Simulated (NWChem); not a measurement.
System: CuNH3F; SMILES [F][Cu]<-[NH3]

NWChem input:

```
start job
memory heap 200 mb stack 900 mb global 1100 mb
geometry units angstroms noautosym nocenter noautoz
  Cu    -0.000003    -0.000021     0.758049
  F      0.000007     0.000025    -0.989367
  N     -0.000007    -0.000017     2.679771
  H      0.674873    -0.663784     3.064052
  H     -0.912300    -0.252570     3.064038
  H      0.237408     0.916355     3.063985
end
basis spherical
  Cu library pcsseg-1
  F library pcsseg-1
  N library pcsseg-1
  H library pcsseg-1
end
dft
  xc xpbe96 cpbe96
  iterations 150
end
property
  shielding 4 1 2 3 4
end
task dft property
```

Output (shortened):

```
             Northwest Computational Chemistry Package (NWChem) 7.3.0
             --------------------------------------------------------

                             Geometry "geometry" -> ""
                             -------------------------

 Output coordinates in angstroms (scale by  1.889725989 to convert to a.u.)

  No.       Tag          Charge          X              Y              Z
 ---- ---------------- ---------- -------------- -------------- --------------
    1 Cu                  29.0000    -0.00000300    -0.00002100     0.75804900
    2 F                    9.0000     0.00000700     0.00002500    -0.98936700
    3 N                    7.0000    -0.00000700    -0.00001700     2.67977100
    4 H                    1.0000     0.67487300    -0.66378400     3.06405200
    5 H                    1.0000    -0.91230000    -0.25257000     3.06403800
    6 H                    1.0000     0.23740800     0.91635500     3.06398500

 Effective nuclear repulsion energy (a.u.)     177.7726485908

  pbe96 is a nonlocal functional; adding pw91lda local functional.
                              NWChem Property Module
                              ----------------------

  itol2e modified to match energy
  convergence criterion.

                                 NWChem DFT Module
                                 -----------------

 Summary of "ao basis" -> "ao basis" (spherical)
 ------------------------------------------------------------------------------
       Tag                 Description            Shells   Functions and Types
 ---------------- ------------------------------  ------  ---------------------
 Cu                         pcsseg-1                15       45   5s6p3d1f
 F                          pcsseg-1                 7       17   3s3p1d
 N                          pcsseg-1                 7       17   3s3p1d
 H                          pcsseg-1                 3        5   2s1p

  itol2e modified to match energy
  convergence criterion.

            General Information
            -------------------
          SCF calculation type: DFT
          Wavefunction type:  closed shell.
          No. of atoms     :     6
          No. of electrons :    48
           Alpha electrons :    24
            Beta electrons :    24
          Charge           :     0
          Spin multiplicity:     1
          Use of symmetry is: off; symmetry adaption is: off
          Maximum number of iterations: 150
          AO basis - number of functions:    94
                     number of shells:    38
          Convergence on energy requested:  1.00D-07
          Convergence on density requested:  1.00D-05
          Convergence on gradient requested:  5.00D-04

              XC Information
              --------------
          PerdewBurkeErnzerhof Exchange Functional  1.000
            Perdew 1991 LDA Correlation Functional  1.000 local
           PerdewBurkeErnz. Correlation Functional  1.000 non-local

             Grid Information
             ----------------
          Grid used for XC integration:  fine
          Radial quadrature: Mura-Knowles
          Angular quadrature: Lebedev.
          Tag              B.-S. Rad. Rad. Pts. Rad. Cut. Ang. Pts.
          ---              ---------- --------- --------- ---------
          Cu                  1.35      140          10.0       974
          F                   0.50       70          11.0       590
          N                   0.65       70           8.0       590
          H                   0.35       60          10.0       590
          Grid pruning is: on
          Number of quadrature shells:   460
          Spatial weights used:  Erf1

      Superposition of Atomic Density Guess
      -------------------------------------

 Sum of atomic energies:       -1793.87308465

      Non-variational initial energy
      ------------------------------

 Total energy =   -1794.179498
 1-e energy   =   -2851.239037
 2-e energy   =     879.286891
 HOMO         =      -0.488544
 LUMO         =      -0.095508

   convergence    iter        energy       DeltaE   RMS-Dens  Diis-err
 ---------------- ----- ----------------- --------- --------- ---------
 d= 0,ls=0.0,diis     1  -1796.0999243607 -1.97D+03  1.56D-01  4.45D+00
 d= 0,ls=0.5,diis     2  -1767.2067391343  2.89D+01  2.15D-02  2.31D+02
 d= 0,ls=0.5,diis     3  -1774.4598972217 -7.25D+00  1.69D-02  2.03D+02
 d= 0,ls=0.5,diis     4  -1778.9807978855 -4.52D+00  2.86D-02  1.86D+02
 d= 0,ls=0.5,diis     5  -1784.5111968488 -5.53D+00  3.73D-02  1.61D+02
 d= 0,ls=0.5,diis     6  -1789.4975292752 -4.99D+00  3.13D-02  1.05D+02
 d= 0,ls=0.5,diis     7  -1792.5355714197 -3.04D+00  2.20D-02  5.47D+01
 d= 0,ls=0.5,diis     8  -1794.1439500504 -1.61D+00  1.96D-02  2.55D+01
 d= 0,ls=0.5,diis     9  -1795.3727364628 -1.23D+00  2.87D-02  4.85D+00
 d= 0,ls=0.5,diis    10  -1796.0790687273 -7.06D-01  1.76D-02  3.41D-01
 d= 0,ls=0.5,diis    11  -1796.1816212142 -1.03D-01  8.98D-03  1.93D+00
  Resetting Diis
 d= 0,ls=0.5,diis    12  -1796.1787288924  2.89D-03  5.14D-03  2.88D+00
 d= 0,ls=0.5,diis    13  -1796.1432830942  3.54D-02  1.68D-02  3.77D+00
 d= 0,ls=0.5,diis    14  -1795.6235154504  5.20D-01  5.40D-03  2.17D+01
 d= 0,ls=0.5,diis    15  -1796.1764791914 -5.53D-01  3.37D-03  4.07D+00
 d= 0,ls=0.5,diis    16  -1796.3357657479 -1.59D-01  2.83D-03  7.72D-01
 d= 0,ls=0.5,diis    17  -1796.3801559732 -4.44D-02  1.62D-03  4.79D-02
 d= 0,ls=0.5,diis    18  -1796.3869291770 -6.77D-03  1.14D-03  8.11D-03
 d= 0,ls=0.5,diis    19  -1796.3894550299 -2.53D-03  8.37D-04  3.08D-03
 d= 0,ls=0.5,diis    20  -1796.3906147503 -1.16D-03  6.60D-04  5.59D-03
 d= 0,ls=0.5,diis    21  -1796.3914201310 -8.05D-04  5.33D-04  5.21D-03
 d= 0,ls=0.5,diis    22  -1796.3920404145 -6.20D-04  4.30D-04  2.90D-03
 d= 0,ls=0.5,diis    23  -1796.3924288337 -3.88D-04  3.48D-04  1.81D-03
 d= 0,ls=0.5,diis    24  -1796.3926862513 -2.57D-04  2.82D-04  1.06D-03
 d= 0,ls=0.5,diis    25  -1796.3928522852 -1.66D-04  2.29D-04  6.33D-04
 d= 0,ls=0.5,diis    26  -1796.3929618652 -1.10D-04  1.86D-04  3.43D-04
 d= 0,ls=0.5,diis    27  -1796.3930327341 -7.09D-05  1.50D-04  1.84D-04
 d= 0,ls=0.5,diis    28  -1796.3930775622 -4.48D-05  1.21D-04  1.21D-04
 d= 0,ls=0.5,diis    29  -1796.3931062582 -2.87D-05  9.88D-05  9.26D-05
 d= 0,ls=0.5,diis    30  -1796.3931260023 -1.97D-05  8.04D-05  5.73D-05
 d= 0,ls=0.5,diis    31  -1796.3931392745 -1.33D-05  6.54D-05  3.07D-05
 d= 0,ls=0.5,diis    32  -1796.3931478693 -8.59D-06  5.31D-05  1.70D-05
 d= 0,ls=0.5,diis    33  -1796.3931534333 -5.56D-06  4.31D-05  1.03D-05
 d= 0,ls=0.5,diis    34  -1796.3931570673 -3.63D-06  3.50D-05  6.68D-06
 d= 0,ls=0.5,diis    35  -1796.3931594667 -2.40D-06  2.85D-05  4.30D-06
 d= 0,ls=0.5,diis    36  -1796.3931610500 -1.58D-06  2.32D-05  2.80D-06
 d= 0,ls=0.5,diis    37  -1796.3931621000 -1.05D-06  1.88D-05  1.78D-06
 d= 0,ls=0.5,diis    38  -1796.3931627905 -6.90D-07  1.53D-05  1.20D-06
 d= 0,ls=0.5,diis    39  -1796.3931632514 -4.61D-07  1.25D-05  7.53D-07
 d= 0,ls=0.5,diis    40  -1796.3931635554 -3.04D-07  1.02D-05  4.81D-07
 d= 0,ls=0.5,diis    41  -1796.3931637564 -2.01D-07  8.26D-06  3.11D-07
 d= 0,ls=0.5,diis    42  -1796.3931638896 -1.33D-07  6.73D-06  1.97D-07
 d= 0,ls=0.5,diis    43  -1796.3931639775 -8.79D-08  5.47D-06  1.29D-07

         Total DFT energy =    -1796.393164035587
      One electron energy =    -2858.588557324581
           Coulomb energy =      969.707915122323
    Exchange-Corr. energy =      -85.285170424162
 Nuclear repulsion energy =      177.772648590832

 Numeric. integr. density =       48.000000353802

                       DFT Final Molecular Orbital Analysis
                       ------------------------------------

 Vector   22  Occ=2.000000D+00  E=-1.673332D-01
              MO Center= -2.0D-06, -1.7D-05,  5.9D-01, r^2= 1.4D+00
   Bfn.  Coefficient  Atom+Function         Bfn.  Coefficient  Atom+Function
  ----- ------------  ---------------      ----- ------------  ---------------
    26      0.490212  1 Cu d  0              31      0.293929  1 Cu d  0
     5     -0.284076  1 Cu s                  3      0.275956  1 Cu s
     4     -0.275669  1 Cu s                 36      0.225028  1 Cu d  0
    57     -0.196669  2 F  pz                54     -0.154516  2 F  pz
     2     -0.111012  1 Cu s                 51     -0.087890  2 F  pz

 Vector   23  Occ=2.000000D+00  E=-1.592938D-01
              MO Center=  1.4D-03,  3.5D-03,  2.2D-01, r^2= 1.2D+00
   Bfn.  Coefficient  Atom+Function         Bfn.  Coefficient  Atom+Function
  ----- ------------  ---------------      ----- ------------  ---------------
    25      0.515404  1 Cu d -1              30      0.313468  1 Cu d -1
    56      0.292271  2 F  py                53      0.287549  2 F  py
    35      0.200941  1 Cu d -1              50      0.160101  2 F  py
    22      0.101023  1 Cu py                27     -0.097657  1 Cu d  1
    90     -0.069935  6 H  s                 32     -0.059395  1 Cu d  1

 Vector   24  Occ=2.000000D+00  E=-1.592937D-01
              MO Center= -1.4D-03, -3.5D-03,  2.2D-01, r^2= 1.2D+00
   Bfn.  Coefficient  Atom+Function         Bfn.  Coefficient  Atom+Function
  ----- ------------  ---------------      ----- ------------  ---------------
    27      0.515404  1 Cu d  1              32      0.313468  1 Cu d  1
    55     -0.292270  2 F  px                52     -0.287548  2 F  px
    37      0.200941  1 Cu d  1              49     -0.160101  2 F  px
    21     -0.101023  1 Cu px                25      0.097657  1 Cu d -1
    85     -0.062826  5 H  s                 30      0.059395  1 Cu d -1

 Vector   25  Occ=0.000000D+00  E=-4.577496D-02
              MO Center=  6.8D-06,  3.9D-05,  2.5D+00, r^2= 4.8D+00
   Bfn.  Coefficient  Atom+Function         Bfn.  Coefficient  Atom+Function
  ----- ------------  ---------------      ----- ------------  ---------------
    65      1.010321  3 N  s                 81     -0.474363  4 H  s
    86     -0.474366  5 H  s                 91     -0.474327  6 H  s
     5     -0.403719  1 Cu s                 64      0.244205  3 N  s
    26     -0.219422  1 Cu d  0              31     -0.129749  1 Cu d  0
    63     -0.114424  3 N  s                 54      0.099924  2 F  pz

 Vector   26  Occ=0.000000D+00  E= 3.469569D-02
              MO Center= -7.3D-06, -5.1D-05,  1.2D+00, r^2= 6.0D+00
   Bfn.  Coefficient  Atom+Function         Bfn.  Coefficient  Atom+Function
  ----- ------------  ---------------      ----- ------------  ---------------
     5      1.154079  1 Cu s                 81     -0.520520  4 H  s
    86     -0.520514  5 H  s                 91     -0.520499  6 H  s
    65      0.512103  3 N  s                 74      0.442252  3 N  pz
    26      0.238004  1 Cu d  0              71      0.219589  3 N  pz
    48     -0.217739  2 F  s                  3     -0.195253  1 Cu s

 Vector   27  Occ=0.000000D+00  E= 3.935073D-02
              MO Center=  2.3D-02,  5.8D-01,  3.1D+00, r^2= 3.7D+00
   Bfn.  Coefficient  Atom+Function         Bfn.  Coefficient  Atom+Function
  ----- ------------  ---------------      ----- ------------  ---------------
    91      1.607315  6 H  s                 86     -0.953504  5 H  s
    73     -0.683375  3 N  py                81     -0.653794  4 H  s
    70     -0.262602  3 N  py                72     -0.257814  3 N  px
    90      0.153884  6 H  s                 67     -0.143899  3 N  py
    69     -0.099071  3 N  px                85     -0.091288  5 H  s

     Multipole analysis of the density
     ---------------------------------

     L   x y z        total         alpha         beta         nuclear
     -   - - -        -----         -----         ----         -------
     0   0 0 0     -0.000000    -24.000000    -24.000000     48.000000

[...]

          -----------------------------------------
          Chemical Shielding Tensors (GIAO, in ppm)
          -----------------------------------------

                                NWChem CPHF Module
                                ------------------

  scftype          =     RHF
  nclosed          =       24
  nopen            =        0
  variables        =     1680
  # of vectors     =        3
  tolerance        = 0.10D-03
  level shift      = 0.00D+00
  max iterations   =       50
  max subspace     =       30

 SCF residual:    4.1861555295920187E-004

Iterative solution of linear equations
  No. of variables     1680
  No. of equations        3
  Maximum subspace       30
        Iterations       50
       Convergence  1.0D-04

   iter   nsub   residual    time
   ----  ------  --------  ---------
     1      3    2.44D-04     122.8
     2      6    2.75D-08     131.2

      Atom:    1  Cu
        Diamagnetic
   2397.9903     -0.0004      0.0008
     -0.0004   2397.9885      0.0024
      0.0008      0.0024   2414.1814

        Paramagnetic
  -3438.1480     -0.2956      0.6483
     -0.2956  -3439.3701      2.0446
      0.6483      2.0446    -33.4773

        Total Shielding Tensor
  -1040.1577     -0.2960      0.6491
     -0.2960  -1041.3815      2.0470
      0.6491      2.0470   2380.7041

           isotropic =      99.7216
          anisotropy =    3421.4757

          Principal Components and Axis System
                 1           2           3
             2380.7054  -1041.4507  -1040.0899

      1         0.0002      0.2235      0.9747
      2         0.0006      0.9747     -0.2235
      3         1.0000     -0.0006     -0.0001

      Atom:    2  F
        Diamagnetic
    458.3890      0.0000     -0.0022
      0.0000    458.3891     -0.0071
     -0.0022     -0.0071    491.9097

        Paramagnetic
     81.9035      0.0055     -0.0124
      0.0055     81.9268     -0.0385
     -0.0124     -0.0385     -4.1035

        Total Shielding Tensor
    540.2925      0.0055     -0.0146
      0.0055    540.3159     -0.0456
     -0.0146     -0.0456    487.8062

           isotropic =     522.8049
          anisotropy =      26.2685

          Principal Components and Axis System
                 1           2           3
              540.3172    540.2912    487.8062

      1         0.2182      0.9759      0.0003
      2         0.9759     -0.2182      0.0009
      3        -0.0009     -0.0001      1.0000

      Atom:    3  N
        Diamagnetic
    310.3896      0.0001      0.0001
      0.0001    310.3900      0.0001
      0.0001      0.0001    314.8160

        Paramagnetic
    -38.4573      0.0025      0.0050
      0.0025    -38.4466      0.0146
      0.0050      0.0146    -82.1751

        Total Shielding Tensor
    271.9324      0.0026      0.0051
      0.0026    271.9435      0.0147
      0.0051      0.0147    232.6409

           isotropic =     258.8389
          anisotropy =      19.6577

          Principal Components and Axis System
                 1           2           3
              271.9440    271.9318    232.6409

      1         0.2141      0.9768     -0.0001
      2         0.9768     -0.2141     -0.0004
      3         0.0004      0.0000      1.0000

      Atom:    4  H
        Diamagnetic
     29.4399     -7.6149      5.5246
     -7.6149     29.1863     -5.4341
      5.5246     -5.4341     28.6041

        Paramagnetic
      0.0834     -0.7712     -0.5503
     -0.7712      0.0587      0.5418
     -0.5503      0.5418      1.3417

        Total Shielding Tensor
     29.5233     -8.3861      4.9742
     -8.3861     29.2450     -4.8923
      4.9742     -4.8923     29.9457

           isotropic =      29.5713
          anisotropy =      18.4297

          Principal Components and Axis System
                 1           2           3
               41.8578     25.8593     20.9969

      1         0.6152     -0.3603      0.7012
      2        -0.6051      0.3544      0.7129
      3         0.5054      0.8629     -0.0000
```

Level: PBE/pcSseg-1, GIAO. Geometry: optimised at PBE0/def2-SVP. The printed shielding anisotropy is the first printed principal value minus the mean of the other two.
